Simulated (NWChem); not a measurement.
Species: C2HBrCl2; SMILES C(Cl)(=CBr)Cl

Computed with NWChem. Pople sets run with spherical d functions. Coordinates come from a PBE0/def2-SVP optimisation. Vertical excitations in the gas phase.

Q: Predict the results for PBE0/6-31G*, full TDDFT. Quantities: lowest excitation, singlet (eV); oscillator strength of that lowest state; lowest state with f > 0.02, singlet (eV); orbital gap (eV).

A: 
```yaml
lowest excitation, singlet (eV): 5.28
oscillator_strength_of_that_lowest_state: 0.000
lowest state with f > 0.02, singlet (eV): 6.14
orbital gap (eV): 6.55
```
